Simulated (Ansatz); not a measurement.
Consider the ligand exchange at a B–C bond: `B[C@H]1C[Si@H]1Cl` + `[NH2][AlH2]` → `B[NH][AlH2]` + `Cl[SiH]1CC1`.

Gas-phase electronic energies from Ansatz, PBE0-D4/def2-TZVP geometries. CCSD(T)/CBS is the MP2 limit (def2-TZVPP, def2-QZVPP) plus CCSD(T) − MP2 in def2-TZVPP, frozen cores. This one scheme is used for every species. DFT in def2-TZVPP. HSE06 is defined as in plane-wave codes.

(1) Is it downhill or uphill in electronic energy at CCSD(T)/CBS, and by how much? (Best estimate.)

(2) What do these levels give: HSE06-D4, revPBE, LC-ωPBE, SCS-MP2/def2-TZVPP, CCSD/def2-TZVPP, CCSD/CBS(def2)? (Estimate.)

Largest T1 diagnostic among the species: 0.012.

Answers

(1) Ansatz gave: Downhill: ΔE = -74.2 kJ/mol.

(2) The calculation gave: HSE06-D4 -72.0, revPBE -73.0, LC-ωPBE -79.0, SCS-MP2/def2-TZVPP -78.5, CCSD/def2-TZVPP -80.2, CCSD/CBS(def2) -77.4 kJ/mol.

From PBE to PBE0 (25 % exact exchange), in def2-TZVPP and without D4, ΔE moves by −3.4 kJ/mol. Leaving LDA and LC-ωPBE aside and taking each functional with its dispersion term where it has one, the values, not all of them listed here, spread over 15.0 kJ/mol, from BHLYP-D4 to revPBE-D4. LDA lies +4.1 kJ/mol from PBE without D4.
